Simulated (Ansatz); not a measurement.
Molecule: dibromo(dimethoxy)germane, C₂H₆Br₂GeO₂ (charge 0, singlet). 
Coordinates optimised at B3LYP-D3(BJ)/def2-TZVP (Ansatz, an electronic-structure program):
```xyz
13

C     -2.0802     1.8702     0.2401
O     -0.6711     1.7957     0.4508
Ge     0.2097     0.2941     0.1872
Br    -0.4711    -1.3462     1.6418
Br    -0.1204    -0.3889    -2.0053
O      1.9042     0.6086     0.5057
C      2.5956     1.5984    -0.2631
H     -2.3418     1.6294    -0.7934
H     -2.3779     2.8964     0.4520
H     -2.6178     1.1979     0.9137
H      2.5985     1.3446    -1.3262
H      2.1512     2.5867    -0.1278
H      3.6223     1.6130     0.1000
```

Basis-set convergence of Hartree-Fock and CCSD(T) correlation energies (hartree) with Ansatz. Correlated levels leave the core frozen unless marked. No spin-orbit coupling. The frozen core is the preceding noble-gas configuration, with the filled d and f shells of earlier blocks. Non-relativistic.

```tsv
basis	functions	E(HF)	E(corr, CCSD(T))
aug-cc-pVDZ	254	-7449.21909	-1.12851
aug-cc-pVTZ	499	___	___
```

### Question
Fill in the missing entries.

### Answer

- aug-cc-pVTZ, E(HF): -7449.50772
- aug-cc-pVTZ, E(corr, CCSD(T)): -1.38942
